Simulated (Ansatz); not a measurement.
A run for Ansatz (an electronic-structure program): U-r2SCAN/def2-TZVPP on BFH (SMILES [BH]F), 2S+1 = 2.

Ansatz 0.2 input:
```yaml
crystal:
  periodic: [false, false, false]
  atoms:
    - {symbol: B, position_ang: [-0.61865178, 0.41304470, 0.03428295]}
    - {symbol: F, position_ang: [0.52760869, -0.20789564, -0.01627159]}
    - {symbol: H, position_ang: [-1.65521927, -0.19416279, -0.02497043]}
basis:
  gaussian:
    orbitals: def2-TZVPP
hamiltonian:
  xc: {name: r2SCAN}
magnetization: {spin_polarized: true, initial_magnetization: 1}
accuracy: high
relax: {f_tol: 0.0005, max_steps: 60}
output: {forces: true}
```

It printed:

```
Functional definition: r2SCAN
[...]
integrals: 0.07 GiB planned
1257 factors; integrals over basis functions are off by at most 2.2e-9 eV
mean field: 0.28 GiB planned
mean field evaluation 1: about -3407.1497 eV, gradient 1.8e1 eV
mean field evaluation 2: about -3406.0256 eV, gradient 2.8e1 eV
mean field evaluation 4: about -3408.1523 eV, gradient 4.6e-1 eV
mean field evaluation 8: about -3408.1544 eV, gradient 9.8e-3 eV
mean field evaluation 16: about -3408.1544 eV, gradient 2.4e-6 eV
mean field -3408.15441407 eV, -125.2473645869 hartree, gradient 3.5e-8 eV, S^2 0.752780; 0 other end points of the search recorded, 0 dependent functions left out
the calculation of the forces begins
reference -3408.15441698 eV, -125.2473646940 hartree; 8, 7 occupied and 68, 69 virtual orbitals, 1257 factors
relax step   1: F+E_penalty+E_count = -3408.15441407 eV  Δ(F+E_penalty+E_count) = +0.000e0 eV  max|allowed force component| = 9.140e-2 eV/Å  Δτ_max = 0.0000 Å  (32 SCF iters, accepted)
these checks for a lower state are left out or cut short: starts, cluster_reference, orbital_swaps, neighbouring_geometries, increment
integrals: 0.07 GiB planned
1257 factors; integrals over basis functions are off by at most 2.2e-9 eV
mean field: 0.28 GiB planned
mean field -3408.15458707 eV, -125.2473709446 hartree, gradient 2.3e-8 eV, S^2 0.752792; 0 other end points of the search recorded, 0 dependent functions left out
the calculation of the forces begins
reference -3408.15458998 eV, -125.2473710517 hartree; 8, 7 occupied and 68, 69 virtual orbitals, 1257 factors
relax step   2: F+E_penalty+E_count = -3408.15458707 eV  Δ(F+E_penalty+E_count) = -1.730e-4 eV  max|allowed force component| = 3.523e-2 eV/Å  Δτ_max = 0.0019 Å  (37 SCF iters, accepted)
these checks for a lower state are left out or cut short: starts, cluster_reference, orbital_swaps, neighbouring_geometries, increment
integrals: 0.07 GiB planned
1257 factors; integrals over basis functions are off by at most 2.2e-9 eV
mean field: 0.28 GiB planned
mean field evaluation 32: about -3408.1537 eV, gradient 8.9e-2 eV
mean field -3408.15461545 eV, -125.2473719877 hartree, gradient 2.6e-8 eV, S^2 0.752799; 0 other end points of the search recorded, 0 dependent functions left out
the calculation of the forces begins
reference -3408.15461837 eV, -125.2473720947 hartree; 8, 7 occupied and 68, 69 virtual orbitals, 1257 factors
relax step   3: F+E_penalty+E_count = -3408.15461545 eV  Δ(F+E_penalty+E_count) = -2.838e-5 eV  max|allowed force component| = 2.973e-4 eV/Å  Δτ_max = 0.0011 Å  (34 SCF iters, accepted)
integrals: 0.07 GiB planned
1257 factors; integrals over basis functions are off by at most 2.2e-9 eV
mean field: 0.28 GiB planned
mean field evaluation 64: about -3408.1546 eV, gradient 2.6e-8 eV
mean field -3408.15461545 eV, -125.2473719877 hartree, gradient 2.6e-8 eV, S^2 0.752799; 1 other end points of the search recorded, 0 dependent functions left out
the calculation of the forces begins
reference -3408.15461837 eV, -125.2473720947 hartree; 8, 7 occupied and 68, 69 virtual orbitals, 1257 factors
Total energy: -3408.15461837 eV, -125.2473720947 hartree
Atom 0 at    -0.618184     0.415995     0.034550 Å, force     0.000279    -0.000121    -0.000010 eV/Å
Atom 1 at     0.527313    -0.209189    -0.016389 Å, force    -0.000297     0.000137     0.000011 eV/Å
Atom 2 at    -1.655391    -0.195820    -0.025120 Å, force     0.000019    -0.000016    -0.000001 eV/Å
Dipole moment:    -0.098960    -0.058468    -0.005702 e Å
```

The run converged.

Cost: about 15 core-seconds (a rough figure).
